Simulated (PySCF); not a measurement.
## Nuclear quadrupole coupling in `C[Si@@](N)([SiH3])C(F)=C(F)F`

Species: C₃H₈F₃NSi₂.
Geometry (GFN2-xTB, Å), atoms numbered from 1 in this order:
```xyz
17
C3H8F3NSi2 angstrom
C     -0.2857   -1.2750   -1.4528
Si     0.2608   -0.3990    0.1438
N      0.6532   -1.6434    1.2690
Si     2.0097    1.1126   -0.0214
C     -1.3239    0.5258    0.7517
F     -1.7255    0.2739    2.0213
C     -2.0112    1.4185    0.0611
F     -3.0776    2.1171    0.4427
F     -1.6821    1.7414   -1.1917
H     -1.1287   -1.9402   -1.2856
H     -0.5797   -0.5563   -2.2111
H      0.5260   -1.8693   -1.8592
H      0.9976   -1.4061    2.1852
H      0.0892   -2.4778    1.3223
H      3.2167    0.4693   -0.5455
H      1.6844    2.2255   -0.9161
H      2.3701    1.6953    1.2764
```

Field gradients from the PBE0/pcSseg-1 density (PySCF, non-relativistic), principal values in atomic units, ordered |Vxx| ≤ |Vyy| ≤ |Vzz|:

| atom | Vxx | Vyy | Vzz |
| --- | --- | --- | --- |
| N3 | 0.3481 | 0.6026 | -0.9507 |

Problem. Find the asymmetry η = (Vxx − Vyy)/Vzz and the couplings χ = eQV/h (234.96 MHz × Q in barn × V in au), with Q(14N) = 0.02044 b.

Solution. 
```tsv
atom	environment	nucleus	η	χzz (MHz)	χxx (MHz)	χyy (MHz)
N3	silicon-bound nitrogen	14N	0.27	-4.566	1.672	2.894
```

Problem. What is Vzz at N3 in SI units (1 au = 9.71736 × 10²¹ V/m²)?

Solution. -0.9507 au = -9.239 × 10²¹ V/m².

Were the hydrogens deuterons (Q(2H) = 0.00286 b), χzz would run from 109 kHz (H17) to 287 kHz (H13).

The structure is a single GFN2-xTB conformer in the gas phase; no vibrational or solvent corrections. GFN2-xTB bond lengths can be off by several hundredths of an ångström, more for odd bonds, and the gradients follow them. The small basis limits the accuracy of the gradients.
